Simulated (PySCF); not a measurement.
How methods differ on the ionisation energy of O⁺

O⁺ [He] 2s2 2p3 (4S) → O²⁺ [He] 2s2 2p2 (3P), as a difference of total energies. All numbers are calculated (PySCF 2.14, the spin-free X2C one-electron Hamiltonian (Gaussian nucleus), in dyall-av3z (15s9p3d2f, 71 functions)). Correlated levels: valence: 1s2 frozen; virtual orbitals above 40 to 60 times the deepest correlated orbital energy dropped. The calculations carry no spin-orbit coupling.

```
           method  ionisation energy (eV)
              UHF                  34.569
    MP2 (valence)                  35.204
SCS-MP2 (valence)                  34.944
   CCSD (valence)                  35.025
CCSD(T) (valence)                  35.035
```

Question: How much does correlation contribute at CCSD(T) (valence)?

Answer: 35.035 − (34.569) = 0.466 eV, measured against UHF.

A first-order spin-orbit estimate (lowest level to lowest level, LS coupling) adds -0.027 eV.

Errors of the correlated levels include the incompleteness of this basis and the frozen core.

For comparison: 35.121 eV (measured; NIST Atomic Spectra Database, ionization energies).
